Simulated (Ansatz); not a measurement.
The cluster Ge₈Ir. Total charge 0; doublet. Geometry PBE-D4/def2-SVP, that of the charge -1 singlet; atoms count from 1.

```xyz
9

Ir    0.594    0.203    0.953
Ge   -0.887   -2.025    0.851
Ge    1.389   -1.223   -0.859
Ge   -0.685    2.494    0.305
Ge   -0.983   -1.830   -1.761
Ge    0.250    1.011   -2.037
Ge    1.801    2.034   -0.165
Ge    0.184   -0.900    2.984
Ge   -1.663    0.237   -0.271
```

In the def2 sets Ir takes a core potential; there is no spin–orbit coupling. The structure comes from a short search, and lower isomers may exist.

Estimate the Mulliken populations from the PBE/def2-SVP orbitals of Ansatz.


```tsv
atom	charge (e)	spin (α − β)	d electrons
Ir1	-0.26	0.17	8.06
Ge2	-0.02	0.13	–
Ge3	-0.06	0.15	–
Ge4	0.08	0.10	–
Ge5	0.11	0.18	–
Ge6	0.04	0.07	–
Ge7	0.02	0.17	–
Ge8	0.22	0.05	–
Ge9	-0.13	-0.01	–
```
Mulliken values depend strongly on the basis.

Where does the spin sit?

Summed by element: Ir 0.17, Ge 0.83, of 1 unpaired in all. Largest on single atoms: Ge5 0.18, Ir1 0.17, Ge7 0.17.

And the Mayer bond orders between heavy atoms (over 0.3)?

Ir1–Ge2 0.32 (2.68 Å); Ir1–Ge3 0.79 (2.44 Å); Ir1–Ge4 0.55 (2.70 Å); Ir1–Ge7 0.67 (2.46 Å); Ir1–Ge8 1.25 (2.35 Å); Ir1–Ge9 0.67 (2.57 Å); Ge2–Ge3 0.35 (2.96 Å); Ge2–Ge5 0.57 (2.62 Å); Ge2–Ge8 0.70 (2.64 Å); Ge2–Ge9 0.52 (2.64 Å); Ge3–Ge5 0.63 (2.61 Å); Ge3–Ge6 0.47 (2.77 Å); Ge4–Ge6 0.43 (2.93 Å); Ge4–Ge7 0.61 (2.57 Å); Ge4–Ge9 0.67 (2.53 Å); Ge5–Ge9 0.51 (2.64 Å); Ge6–Ge7 0.60 (2.64 Å); Ge6–Ge9 0.47 (2.72 Å).
